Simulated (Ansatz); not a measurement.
# Nudged elastic band run: GaGeH5

The input (input.yaml):

```yaml
crystal:
  periodic: [false, false, false]
  atoms:
    - { symbol: Ga, position_ang: [-0.369558, -1.371169, 0.113323] }
    - { symbol: Ge, position_ang: [0.279188, 0.997225, -0.105353] }
    - { symbol: H, position_ang: [0.52767, -2.375871, 0.9364] }
    - { symbol: H, position_ang: [-1.699167, -1.909153, -0.545135] }
    - { symbol: H, position_ang: [-0.307544, 1.667089, -1.369587] }
    - { symbol: H, position_ang: [-0.243791, 1.800469, 1.11241] }
    - { symbol: H, position_ang: [1.813212, 1.191411, -0.142058] }
basis:
  gaussian: { orbitals: def2-SVP }
hamiltonian:
  xc: b3lyp
neb:
  order_check: false
  images: 7
  f_tol: 0.05
  max_iterations: 58
  initial_path: idpp
  final_atoms:
    - { symbol: Ga, position_ang: [-0.37104226, -1.37040658, 0.11838559] }
    - { symbol: Ge, position_ang: [0.287553, 0.99780535, -0.07700717] }
    - { symbol: H, position_ang: [-1.15999837, -1.89077026, 1.38325041] }
    - { symbol: H, position_ang: [-0.02268047, -2.39672462, -1.03030715] }
    - { symbol: H, position_ang: [-0.86818299, 1.82572121, -0.69292968] }
    - { symbol: H, position_ang: [0.61641042, 1.63916684, 1.29165799] }
    - { symbol: H, position_ang: [1.51795067, 1.19520906, -0.99304998] }
```

Command:

```bash
$ ansatz run input.yaml --threads 1 --pin off --max-ram 2048MiB --backend cpu --events-out ev --progress --plain --runs-dir out
```

Output, in part (warnings, iteration lines, the closing report on the highest movable image, with atoms numbered from 0):

```
NEB end point (image 0): max|allowed force component| = 4.690e-3 eV/Å (the criterion of neb.relax_end_points is 1.000e-2)
NEB end point (image 8): max|allowed force component| = 1.128e-2 eV/Å (the criterion of neb.relax_end_points is 1.000e-2)
NEB iter   1: max|band force component| = 3.536e-1 eV/Å  barrier→ = 0.0208 eV  barrier← = 0.0206 eV  CI = image 4  Δτ_max = 0.1063 Å  (197 SCF iters)
NEB iter   2: max|band force component| = 1.060e-1 eV/Å  barrier→ = 0.0045 eV  barrier← = 0.0043 eV  CI = image 4  Δτ_max = 0.0402 Å  (159 SCF iters)
NEB iter   3: max|band force component| = 2.549e-2 eV/Å  barrier→ = 0.0005 eV  barrier← = 0.0003 eV  CI = image 5  Δτ_max = 0.0000 Å  (321 SCF iters)
Total energy: -108966.08946034 eV, -4004.4299277993 hartree
Atom 0 at    -0.372851    -1.372263     0.110120 Å, force    -0.004993     0.018361     0.008362 eV/Å
Atom 1 at     0.268218     1.001757    -0.068799 Å, force    -0.011687     0.017832     0.013476 eV/Å
Atom 2 at    -0.406276    -2.097931     1.510653 Å, force     0.004607    -0.010797     0.005749 eV/Å
Atom 3 at    -0.762346    -2.195334    -1.177910 Å, force     0.003522    -0.005279    -0.016664 eV/Å
Atom 4 at    -0.729815     1.800869    -0.941091 Å, force    -0.004638    -0.006576    -0.003907 eV/Å
Atom 5 at     0.347032     1.707540     1.304698 Å, force     0.002592     0.002032    -0.000683 eV/Å
Atom 6 at     1.656048     1.155363    -0.737672 Å, force     0.010598    -0.015573    -0.006332 eV/Å
Dipole moment:    -0.017087    -0.068076     0.005282 e Å
```

The forces met the threshold. The top lies less than 8 meV above the higher end, about what the thresholds resolve: that end is a shoulder or a very shallow well. A vibrational analysis at the climbing image gives one clearly imaginary mode, 49i cm⁻¹: a first-order saddle point.

Final band (atoms are numbered from 1 in the order of the input):

| image | path coordinate (Å) | energy (eV) | dihedral H4–Ga1–Ge2–H7 (°) |
| --- | --- | --- | --- |
| 0 | 0.00 | 0.000 | -148 |
| 1 | 0.40 | 0.000 | -133 |
| 2 | 0.80 | 0.000 | -117 |
| 3 | 1.19 | 0.000 | -102 |
| 4 | 1.59 | 0.000 | -86 |
| 5 | 1.99 | 0.000 | -71 |
| 6 | 2.39 | 0.000 | -56 |
| 7 | 2.79 | 0.000 | -41 |
| 8 | 3.18 | 0.000 | -26 |

Time of the run: 97 s on 1 CPU thread of a shared host.
